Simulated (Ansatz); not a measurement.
Calculated with Ansatz (gas phase, PBE0-D4/def2-TZVP geometries, no zero-point term in ΔE). CCSD(T)/CBS adds triple-zeta CCSD(T) − MP2 to the extrapolated MP2 energy (def2 sets, frozen cores). This one scheme is used for every species. DFT in def2-TZVPP. B3LYP here is the variant with VWN-RPA as its local correlation; programs differ in this. def2 core potentials past Kr. For Sn outer-core shells are correlated without core-valence functions, which leaves a few kJ/mol of doubt a bond. One conformer a species, not always the lowest.

`[CH3][SnH2][CH2][AlH2]` + H–F → `[F][AlH2]` + `[CH3][SnH2][CH3]`  (ligand exchange at the Al–C bond)

```tsv
level	ΔE (kcal/mol)	difference from CCSD(T)/CBS
PBE-D4	-39.6	1.3
r2SCAN-D4	-42.3	-1.4
PBE0-D4	-39.7	1.2
B3LYP-D4	-43.3	-2.4
ωB97X-V	-42.9	-2.0
ωB97M-V	-42.3	-1.4
B2PLYP	-44.4	-3.5
PBE	-41.0	-0.1
r2SCAN	-42.7	-1.8
PBE0	-40.9	0.0
B3LYP	-45.5	-4.6
HF/def2-TZVPP	-47.5	-6.6
MP2/def2-TZVPP	-41.4	-0.5
SCS-MP2/def2-TZVPP	-43.0	-2.1
CCSD/def2-TZVPP	-42.5	-1.6
CCSD(T)/def2-TZVPP	-41.4	-0.5
HF/def2-QZVPP	-48.0	-7.1
MP2/def2-QZVPP	-41.3	-0.4
SCS-MP2/def2-QZVPP	-42.9	-2.0
HF/CBS(def2)	-48.0	-7.1
MP2/CBS(def2)	-40.9	0.0
CCSD/CBS(def2)	-41.9	-1.0
CCSD(T)/CBS	-40.9	0
```

Largest T1 diagnostic among the species: 0.012.

The D4 term adds +2.2 kcal/mol with B3LYP and +1.2 kcal/mol with PBE0; it sums over pairs of atoms, weighted by their polarisabilities, and B3LYP, whose exchange is more repulsive, gets the larger term. In def2-TZVPP, CCSD(T) changes the Hartree–Fock value by +6.0 kcal/mol (the triples alone add +1.0 kcal/mol) and MP2 by +6.0 kcal/mol.
